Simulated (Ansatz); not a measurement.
Gas-phase electronic energies from Ansatz, PBE0-D4/def2-TZVP geometries. CCSD(T)/CBS adds triple-zeta CCSD(T) − MP2 to the extrapolated MP2 energy (def2 sets, frozen cores). This one scheme is used for every species. Functionals use def2-TZVPP. For Zn outer-core shells are correlated without core-valence functions, which leaves a few kJ/mol of doubt a bond. Scalar relativity is left out up to krypton. One conformer a species, not always the lowest.

`[NH2][Zn][AlH][Cl]` + `N=C=O` → `O=C=[N][AlH][Cl]` + `[NH2][ZnH]`  (cleavage of the Al–Zn bond)

`[NH2][Zn][AlH][Cl]`:

```xyz
7

N    -0.682   -1.923   -0.855
Zn   -0.071   -0.386   -0.094
Al    0.812    1.695    0.847
Cl    0.033    3.503    0.071
H    -0.530   -2.838   -0.461
H    -1.462   -1.954   -1.493
H     1.899    1.903    1.984
```

`N=C=O`:

Cartesian coordinates in Å:
```
N 0.250 -0.357 -0.630
C -0.278 0.359 0.187
O -0.846 1.113 0.863
H 0.874 -1.116 -0.421
```

`O=C=[N][AlH][Cl]`:

Cartesian coordinates in Å:
```
O 2.049 1.861 -0.973
C 1.283 1.069 -0.600
N 0.506 0.243 -0.219
Al -0.754 -0.828 0.373
Cl -2.555 0.026 0.979
H -0.529 -2.372 0.440
```

`[NH2][ZnH]`:

Cartesian coordinates in Å:
```
N -0.254 0.796 -0.011
Zn 0.322 -0.916 -0.207
H 0.334 1.475 0.448
H -1.214 0.978 0.240
H 0.812 -2.334 -0.470
```

```csv
species,PBE energy (Eh)
`[NH2][Zn][AlH][Cl]`,-2538.04664
`N=C=O`,-168.57697
`O=C=[N][AlH][Cl]`,-871.02341
`[NH2][ZnH]`,-1835.63376
```

Task: Work out ΔE.

Result: ΔE = (-871.02341) + (-1835.63376) − (-2538.04664) − (-168.57697) = -0.03356 Eh = -21.1 kcal/mol. CCSD(T)/CBS gives -25.8 kcal/mol.

Task: What do rigid-rotor, harmonic-oscillator terms from PBE0-D4/def2-TZVP frequencies (298.15 K, 1 bar) make of the CCSD(T)/CBS value? (Best estimate.)

Result: The calculation gave: ΔZPE = -1.0 kcal/mol, ΔH = -27.4 kcal/mol, ΔS = -11 J/(mol·K), ΔG = -26.6 kcal/mol. Modes under 50 cm⁻¹ make the entropy rough.

Largest T1 diagnostic among the species: 0.018.

In def2-TZVPP, CCSD(T) changes the Hartree–Fock value by +3.2 kcal/mol (the triples alone add +0.6 kcal/mol) and MP2 by +1.2 kcal/mol. From BLYP to BHLYP (50 % exact exchange), in def2-TZVPP and without D4, ΔE moves by −4.1 kcal/mol. Leaving LDA and LC-ωPBE aside and taking each functional with its dispersion term where it has one, the values, not all of them listed here, spread over 6.5 kcal/mol, from BHLYP-D4 to PBE-D4. LDA lies −1.5 kcal/mol from PBE without D4.
